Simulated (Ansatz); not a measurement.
The Ge1–H3 bond of GeH3I (SMILES [GeH3][I]) is stretched (multiplicity 1, the rest rigid).
Geometry at rest (charge 0, multiplicity 1):
| atom | x (Å) | y (Å) | z (Å) |
|---|---|---|---|
| Ge | -1.5135 | -0.0284 | 0.0000 |
| I | 1.0256 | 0.0192 | 0.0000 |
| H | -1.9518 | -1.2672 | -0.7897 |
| H | -1.9736 | -0.1057 | 1.4603 |
| H | -1.9992 | 1.2618 | -0.6708 |

Frozen-core correlation. Filled d and f shells under p-block atoms count as core.

The values were computed with Ansatz (a program for electronic structure). Values without a source in brackets are computed. In def2 rows elements past Kr take small-core potentials, without spin–orbit coupling.

FIC-MRCISD+Q on CASSCF(2,2)/def2-TZVPP, total energies (hartree):

| R (Å) | CASSCF | MRCISD | weight c² of the reference |
|---|---|---|---|
| 1.533 | -2373.823285 | -2374.081084 | 0.88973 |
| 2.683 | -2373.730646 | -2373.979485 | 0.88872 |
| 4.906 | -2373.699444 | -2373.945192 | 0.88922 |

Problem. Add the Davidson correction (E_MRCISD − E_CASSCF)(1 − c²)/c² and give the energies above the first point at the three levels.

Solution. 
Corrections (hartree): -0.031950, -0.031160, -0.030615. Above the first point (kcal/mol):
- R = 2.683 Å: CASSCF 58.1, MRCISD 63.8, with the correction 64.3
- R = 4.906 Å: CASSCF 77.7, MRCISD 85.3, with the correction 86.1
